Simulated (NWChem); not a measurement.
The numbers come from NWChem runs, not from measurements. System: HIn, charge 0, spin multiplicity 1, at a geometry optimised with PBE0/def2-SVP with def2 effective core potentials on In. The structure started from a generated list of species. Level: CIS/def2-SVPD with def2 effective core potentials on In.

Input file:

```
start mol
memory heap 200 mb stack 900 mb global 1100 mb
geometry units angstroms nocenter noautoz
  In     0.000000     0.000000     0.037260
  H      0.000000     0.000000    -1.825728
  symmetry group C2v
end
basis spherical
  * library def2-svpd
end
ecp
  In library def2-ecp
end
dft
  xc hfexch
  semidirect memsize 60000000 filesize 0
  iterations 100
end
tddft
  cis
  nroots 5
  notriplet
  thresh 1e-4
end
task tddft energy
```

Output (cleaned and shortened):

```
             Northwest Computational Chemistry Package (NWChem) 7.3.0
             --------------------------------------------------------

                                NWChem Input Module
                                -------------------

 Scaling coordinates for geometry "geometry" by  1.889725989
 (inverse scale =  0.529177249)

 Turning off AUTOSYM since
 SYMMETRY directive was detected!

                             Geometry "geometry" -> ""
                             -------------------------

 Output coordinates in angstroms (scale by  1.889725989 to convert to a.u.)

  No.       Tag          Charge          X              Y              Z
 ---- ---------------- ---------- -------------- -------------- --------------
    1 In                  49.0000     0.00000000     0.00000000     0.03726000
    2 H                    1.0000     0.00000000     0.00000000    -1.82572800

 Effective nuclear repulsion energy (a.u.)      13.9183318416

            Nuclear Dipole moment (a.u.)
            ----------------------------
        X                 Y               Z
 ---------------- ---------------- ----------------
     0.0000000000     0.0000000000     0.0000226767

      Symmetry information
      --------------------

 Group name             C2v
 Group number             16
 Group order               4
 No. of unique centers     2

      Symmetry unique atoms

     1    2


 Summary of "ao basis" -> "" (spherical)
 ------------------------------------------------------------------------------
       Tag                 Description            Shells   Functions and Types
 ---------------- ------------------------------  ------  ---------------------
 *                         def2-svpd                  on all atoms

 Summary of "ao basis" -> "ao basis" (spherical)
 ------------------------------------------------------------------------------
       Tag                 Description            Shells   Functions and Types
 ---------------- ------------------------------  ------  ---------------------
 In                        def2-svpd                12       32   5s4p3d
[...]
  Root   3 singlet a1             0.195187462 a.u.                5.3113 eV
  ----------------------------------------------------------------------------
     Transition Moments    X  0.00000   Y -0.00000   Z  1.29361
     Transition Moments   XX  1.98065  XY -0.00000  XZ -0.00000
     Transition Moments   YY  1.98065  YZ  0.00000  ZZ -0.77507
     Dipole Oscillator Strength                    0.2177554033
     Electric Quadrupole                           0.0000001002
     Magnetic Dipole                               0.0000000000
     Total Oscillator Strength                     0.2177555036

          sigma_e =   3.7871 Angstrom
          sigma_h =   1.8980 Angstrom
         |d_h->e| =   0.0261 Angstrom
            d_exc =   4.1785 Angstrom
            d_CD1 =   1.9152 Angstrom
            d_CD2 =  -2.8165 Angstrom
            d_CD3 =   4.2046 Angstrom
     Pearson C.C. =   0.0338

     Occ.   10  a1  ---  Virt.   20  a1      -0.06851
     Occ.   11  a1  ---  Virt.   14  a1      -0.98573
     Occ.   11  a1  ---  Virt.   15  a1      -0.05817
     Occ.   11  a1  ---  Virt.   20  a1       0.06279
     Occ.   11  a1  ---  Virt.   21  a1      -0.09335
     Occ.   11  a1  ---  Virt.   26  a1      -0.07369
  ----------------------------------------------------------------------------
  Root   4 singlet a1             0.237884968 a.u.                6.4732 eV
  ----------------------------------------------------------------------------
     Transition Moments    X  0.00000   Y  0.00000   Z -2.12323
     Transition Moments   XX  0.92603  XY  0.00000  XZ  0.00000
     Transition Moments   YY  0.92603  YZ -0.00000  ZZ -1.90911
     Dipole Oscillator Strength                    0.7149376451
     Electric Quadrupole                           0.0000001921
     Magnetic Dipole                               0.0000000000
     Total Oscillator Strength                     0.7149378372

          sigma_e =   3.0091 Angstrom
          sigma_h =   1.8639 Angstrom
         |d_h->e| =   0.8175 Angstrom
            d_exc =   3.5827 Angstrom
            d_CD1 =   1.9627 Angstrom
            d_CD2 =  -1.6190 Angstrom
            d_CD3 =   4.4002 Angstrom
     Pearson C.C. =   0.0322

     Occ.   10  a1  ---  Virt.   15  a1       0.06610
     Occ.   10  a1  ---  Virt.   20  a1       0.05451
     Occ.   11  a1  ---  Virt.   14  a1      -0.05860
     Occ.   11  a1  ---  Virt.   15  a1       0.98973
     Occ.   11  a1  ---  Virt.   20  a1       0.06636
  ----------------------------------------------------------------------------
  Root   5 singlet a2             0.246823826 a.u.                6.7164 eV
  ----------------------------------------------------------------------------
     Transition Moments    X  0.00000   Y  0.00000   Z -0.00000
     Transition Moments   XX -0.00000  XY  2.72741  XZ  0.00000
     Transition Moments   YY -0.00000  YZ -0.00000  ZZ  0.00000
     Dipole Oscillator Strength                    0.0000000000
     Electric Quadrupole                           0.0000005957
     Magnetic Dipole                               0.0000000000
     Total Oscillator Strength                     0.0000005957

          sigma_e =   3.4034 Angstrom
          sigma_h =   1.8862 Angstrom
         |d_h->e| =   0.0050 Angstrom
            d_exc =   3.8906 Angstrom
            d_CD1 =   1.5223 Angstrom
            d_CD2 =  -2.6397 Angstrom
            d_CD3 =   3.8956 Angstrom
     Pearson C.C. =   0.0003

     Occ.   11  a1  ---  Virt.   16  a2      -0.99765
     Occ.   11  a1  ---  Virt.   29  a2      -0.06460

              Target root =      1
          Target symmetry = none
      Ground state energy =   -189.772305599747
        Excitation energy =      0.111222507493
     Excited state energy =   -189.661083092254

  stored tddft:energy   -189.66108309225382

 Task  times  cpu:        5.2s     wall:        5.2s

 Total times  cpu:        5.2s     wall:        5.2s
```
